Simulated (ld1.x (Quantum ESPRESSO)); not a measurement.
# What one change does to a pseudopotential (hafnium (Hf), PAW)

```json
{
 "Element": "hafnium (Hf)",
 "Generator": "ld1.x (Quantum ESPRESSO) 7.5",
 "Type": "PAW",
 "Functional": "PBE",
 "Relativity": "scalar-relativistic",
 "Frozen core": "[Kr] 4d10 4f14",
 "Valence charge": "12",
 "Reference configuration": "5s2 5p6 5d2 6s2 6p0",
 "Partial waves": "5s (bound): rcut 1.70, rcutus 1.90 bohr; 6s (bound): rcut 1.70, rcutus 1.90 bohr; 5p (bound): rcut 1.80, rcutus 1.90 bohr; 6p (bound, empty): rcut 1.80, rcutus 1.90 bohr; 5d (bound): rcut 1.75, rcutus 2.25 bohr; 5d channel at 1.2 Ry: rcut 1.75, rcutus 2.25 bohr; 5f channel at -0.2 Ry: rcut 1.70, rcutus 2.30 bohr; 5f channel at 2.3 Ry: rcut 1.70, rcutus 2.30 bohr",
 "Local potential": "all-electron potential smoothed inside 1.45 bohr (lloc = -1)",
 "Core correction": "Bessel-smoothed model core, default radius (core density twice the valence density)",
 "Augmentation charge": "GAUSS, radius 1.70 bohr"
}
```

Change: local potential all-electron potential smoothed inside 2.08 bohr (lloc = -1).

Cutoffs: the cutoffs (Ry, on a coarse ladder) from which the occupation-weighted sum of valence levels, in a spherical-Bessel basis at the reference potential, stays within 10 and 1 mRy of its value at 400 Ry; they do not see the model core or the augmentation charge, which bear on the density cutoff. Errors are all-electron minus pseudo energies relative to the spin-unpolarised reference configuration.

What does the change do?

Both files keep a bound ghost (f); of the 7 tests that both files solve, the error grows in 3 and shrinks in 3 by more than 15 % and 0.3 meV (median size 5.1 → 22.8 meV); the range in which the p phases agree narrows (upper end at the end of the scan → 1.0).

| quantity | base | changed |
| --- | --- | --- |
| cutoffs, loose and tight | 25 Ry, 40 Ry | not determined |
| bound ghosts | f | f (p not tested, overlap not positive) |
| error for 5s2 5p6 5d2 6s1 6p0, meV [ΔE 7.98 eV] | -2.5 | +1.9 |
| error for 5s2 5p6 5d2 6s0 6p0, meV [ΔE 22.16 eV] | -6.6 | +23 |
| error for 5s2 5p6 5d1 6s0 6p0, meV [ΔE 43.95 eV] | -68 | -45 |
| error for 5s2 5p6 5d2 6s0 6p1, meV [ΔE 12.65 eV] | +0.6 | +35 |
| error for 5s2 5p6 5d3 6s1 6p0, meV [ΔE 2.59 eV] | -5.1 | +5.7 |
| error for 5s2 5p6 5d2.5 6s1.5 6p0, meV [ΔE 1.26 eV] | -2.4 | +0.6 |
| error for 5s2 5p6 5d3 6s0 6p0, meV [ΔE 9.99 eV] | -5.8 | +29 |
| s: phases at 2.50 bohr within 0.05 rad from the reference energy up to (Ry; the scan ends near 5) | to the end of the scan | to the end of the scan |
| p: phases at 2.50 bohr within 0.05 rad from the reference energy up to (Ry; the scan ends near 5) | to the end of the scan | 1.0 |
| d: phases at 2.50 bohr within 0.05 rad from the reference energy up to (Ry; the scan ends near 5) | to the end of the scan | to the end of the scan |
| f: phases at 2.50 bohr within 0.05 rad from the reference energy up to (Ry; the scan ends near 5) | to the end of the scan | to the end of the scan |
| lowest overlap eigenvalue by channel | s 0.06, p 0.03, d 0.85, f 1.00 | s 0.02, p -0.31, d 0.87, f 1.00 |

Changed file: the overlap operator is not positive definite in a basis up to 400 Ry (lowest eigenvalue p -0.31), so the file is unfit for use: the generalised eigenproblem breaks down once the basis is large enough, and its test numbers describe a broken file. A true bound ghost makes a file unfit for plane-wave use even where its test errors are small: the radial tests pick states by their node count and pass the ghost by.
